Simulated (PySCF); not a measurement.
H6PSi, SMILES [SiH3][PH3+], charge +1.

The structure is a stationary point at PBE0-D3(BJ)/def2-TZVP. The isomer is the one that the SMILES or the coordinates give; other isomers of the formula were not compared.

Method: PySCF with PBE0-D3(BJ)/def2-TZVP.

Frequencies are harmonic and unscaled.

Modes within 1.5 cm⁻¹ of each other (mostly degenerate sets) share a row, with their intensities summed.

Task: Give all harmonic wavenumbers and intensities. (Estimate from the structure and the level; the computed values follow.)

Result: 
| mode | ν (cm⁻¹) | IR (km/mol) | Raman (Å⁴/amu) | depolarisation | moving atoms (share of kinetic energy) |
|---|---|---|---|---|---|
| 1 | 141 | 0.0 | 0.0 | – | H 100 % |
| 2–3 | 382 | 3.3 | 0.1 | – | H 98 % |
| 4 | 399 | 5.1 | 9.9 | 0.18 | Si 48 %, P 42 %, H 10 % |
| 5–6 | 658 | 13.0 | 9.1 | 0.75 | H 85 %, P 8 % |
| 7 | 831 | 257.9 | 0.1 | 0.42 | H 92 % |
| 8–9 | 915 | 64.6 | 24.8 | 0.75 | H 97 % |
| 10 | 980 | 6.6 | 3.7 | 0.72 | H 91 % |
| 11–12 | 1089 | 6.7 | 23.8 | 0.75 | H 98 % |
| 13 | 2270 | 1.1 | 269.1 | 0.01 | H 100 % |
| 14–15 | 2309 | 15.5 | 143.1 | 0.75 | H 95 % |
| 16 | 2500 | 7.7 | 206.5 | 0.00 | H 99 % |
| 17–18 | 2531 | 26.5 | 156.1 | 0.75 | H 96 % |
